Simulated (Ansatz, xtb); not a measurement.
**Two isomers of C4H8GeS**

We compare a, `S/C=C\C=[CH]\[GeH3]`, a singlet, with b, `C=C/C=[C](/S)[GeH3]`, a singlet. Both are isolated molecules in the gas phase, relaxed with PBE0-D3(BJ)/def2-SVP; the shapes shown needn't be the lowest conformers.

a (Å):

```xyz
14

C    -1.1894   -1.6648   -2.1579
C    -0.4587   -0.5578   -1.9140
C    -0.7673    0.4497   -0.9210
C    -0.0221    1.5475   -0.6837
Ge   -0.4731    2.8678    0.6536
S    -2.6584   -2.0936   -1.3006
H    -2.9076   -3.2207   -1.9953
H    -0.8708   -2.3662   -2.9326
H     0.4427   -0.4095   -2.5172
H    -1.6795    0.2871   -0.3306
H     0.8866    1.6958   -1.2816
H     0.6499    2.9890    1.7036
H    -1.7788    2.4371    1.3469
H    -0.6668    4.2559    0.0101
```

b (Å):

```json
{"atom": "C", "x (Å)": "-3.5821", "y (Å)": "0.1992", "z (Å)": "-0.5621"}
{"atom": "C", "x (Å)": "-2.2487", "y (Å)": "0.3501", "z (Å)": "-0.5213"}
{"atom": "C", "x (Å)": "-1.3818", "y (Å)": "0.2662", "z (Å)": "-1.6776"}
{"atom": "C", "x (Å)": "-0.0365", "y (Å)": "0.4169", "z (Å)": "-1.6563"}
{"atom": "Ge", "x (Å)": "0.9585", "y (Å)": "0.7801", "z (Å)": "-0.0110"}
{"atom": "S", "x (Å)": "0.8549", "y (Å)": "0.2829", "z (Å)": "-3.1698"}
{"atom": "H", "x (Å)": "-4.1015", "y (Å)": "-0.0022", "z (Å)": "-1.5040"}
{"atom": "H", "x (Å)": "-4.1922", "y (Å)": "0.2718", "z (Å)": "0.3405"}
{"atom": "H", "x (Å)": "-1.7766", "y (Å)": "0.5506", "z (Å)": "0.4487"}
{"atom": "H", "x (Å)": "-1.8806", "y (Å)": "0.0638", "z (Å)": "-2.6354"}
{"atom": "H", "x (Å)": "2.0911", "y (Å)": "0.4872", "z (Å)": "-2.6710"}
{"atom": "H", "x (Å)": "0.4931", "y (Å)": "2.1008", "z (Å)": "0.6255"}
{"atom": "H", "x (Å)": "2.4479", "y (Å)": "0.8908", "z (Å)": "-0.3865"}
{"atom": "H", "x (Å)": "0.7709", "y (Å)": "-0.3630", "z (Å)": "1.0011"}
```

Energies in hartree; the thermal terms are from GFN2-xTB frequencies at re-optimised GFN2-xTB minima (ideal gas, soft modes damped towards free rotors, one conformer each, 298.15 K, 1 atm) and include the zero-point energy:

```
                               a            b
E, CCSD(T)/def2-SVP  −2629.464540  −2629.463432
    E, MP2/def2-SVP  −2629.369664  −2629.368740
  E, MP2/def2-TZVPP  −2630.129997  −2630.130152
  zero-point energy      0.094187      0.093925
       H(298 K) − E      0.104226      0.103991
       G(298 K) − E      0.058962      0.059265
```

Q: Correct the CCSD(T) difference for the basis set by the MP2 change, then work out ΔE, ΔE₀, ΔH and ΔG for a → b in kJ/mol (1 Eh = 2625.50 kJ/mol) and the equilibrium ratio [b]/[a].

A: 1. Differences b − a: CCSD(T) +0.001108, MP2 in the small set +0.000924, MP2 in the large set −0.000155 Eh.
2. ΔE = +0.001108 + (−0.000155 − (+0.000924)) = +0.000029 Eh = +0.08 kJ/mol.
3. ΔE₀ = ΔE + ΔZPE = +0.000029 + (−0.000262) Eh = −0.61 kJ/mol.
4. ΔH = ΔE + (−0.000235) Eh = −0.54 kJ/mol.
5. ΔG = ΔE + (+0.000303) Eh = +0.87 kJ/mol, so ΔS = (ΔH − ΔG)/T = −4.7 J/(mol K).
6. kT = 0.9442 mEh, so K = [b]/[a] = exp(−ΔG/kT) = exp(−0.35) ≈ 0.7.

The two are too close for this level to say which is favoured. An error of 4 kJ/mol in ΔG would change K by a factor of 5. Mirror images and further conformers aren't counted.

As drawn, both hold the same kinds of bond in the same numbers.

Other levels gave ΔE = −2.5 (GFN2-xTB); +17.2 (HF/STO-3G, GFN2-xTB geometries); +4.1 (r2SCAN-D4/def2-SVP, GFN2-xTB geometries); +4.5 (PBE0-D3(BJ)/def2-SVP); +12.7 (HF/def2-SVP); +2.4 (MP2/def2-SVP); +2.9 (CCSD(T)/def2-SVP) kJ/mol. The correlated steps freeze 18 core orbitals; the filled d shell of Ge is correlated, in a basis made for valence electrons. Programs: Ansatz 0.2.0, xtb 6.7.1.
